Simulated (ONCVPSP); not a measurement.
What one change does to a pseudopotential (As (Z = 33), ONCV)

As (Z = 33), optimised norm-conserving Vanderbilt (ONCV), made with ONCVPSP 4.0.1 (PBE, scalar-relativistic). Core [Ar], reference 3d10 4s2 4p3. Waves: 4s: rc 1.30 bohr, ncon 4, nbas 8, qcut 5.3 1/bohr, 2 projectors, debl 1.2 Ha; 4p: rc 1.70 bohr, ncon 5, nbas 9, qcut 4.9 1/bohr, 2 projectors, debl 4 Ha; 3d: rc 1.20 bohr, ncon 3, nbas 8, qcut 16 1/bohr, 2 projectors, debl 3.8 Ha. Local part: polynomial inside 0.95 bohr (lpopt 2, dvloc0 -1 Ha). Core correction: none.

All-electron outer shells of the reference configuration (PBE, scalar-relativistic, ld1.x):

```
shell  level (eV)  outermost node (bohr)  outermost maximum (bohr)
   3s     -190.31                   0.25                      0.52
   3p     -133.68                   0.22                      0.52
   3d      -40.65                      –                      0.47
   4s      -14.49                   0.73                      1.61
   4p       -5.19                   0.78                      2.00
```

Change: s: qcut 3.9; p: qcut 3.6; d: qcut 11.9.

Cutoffs: the cutoffs (Ha) at which the residual kinetic energy of the hardest occupied pseudo-wave falls to 1 and 0.1 mHa per electron; they do not see the model core or the augmentation charge, which bear on the density cutoff. Errors are all-electron minus pseudo energies relative to the spin-unpolarised reference configuration.

Question: What does the change do?

Answer: The potential gets softer (89 Ha and 102 Ha → 62 Ha and 99 Ha); both files keep a bound ghost (s); of the 4 tests that both files solve, the error grows in 0 and shrinks in 1 by more than 15 % and 0.3 meV (median size 2.0 → 2.0 meV).

```tsv
quantity	base	changed
cutoff, loose	89 Ha	62 Ha
cutoff, tight	102 Ha	99 Ha
loose cutoff by channel	s 48 Ha, p 8.5 Ha, d 89 Ha	s 31 Ha, p 8.4 Ha, d 62 Ha
bound ghosts	s	s
GHOST(+) flags under 300 eV	p at 197.2 eV	p at 197.5 eV
error for 3d10 4s2 4p2, meV [ΔE 9.15 eV]	-1.2	-1.2
error for 3d10 4s2 4p1, meV [ΔE 27.07 eV]	-2.7	-2.7
error for 3d10 4s2 4p0, meV [ΔE 54.77 eV]	+3.8	+3.2
error for 3d10 4s1 4p4, meV [ΔE 9.42 eV]	-0.4	-0.3
s: phases at 1.32 bohr within 0.05 rad from the reference energy up to (Ha; the scan ends near 5)	to the end of the scan	to the end of the scan
p: phases at 1.72 bohr within 0.05 rad from the reference energy up to (Ha; the scan ends near 5)	to the end of the scan	to the end of the scan
d: phases at 1.22 bohr within 0.05 rad from the reference energy up to (Ha; the scan ends near 5)	to the end of the scan	to the end of the scan
```

 A true bound ghost makes a file unfit for plane-wave use even where its test errors are small: the radial tests pick states by their node count and pass the ghost by.
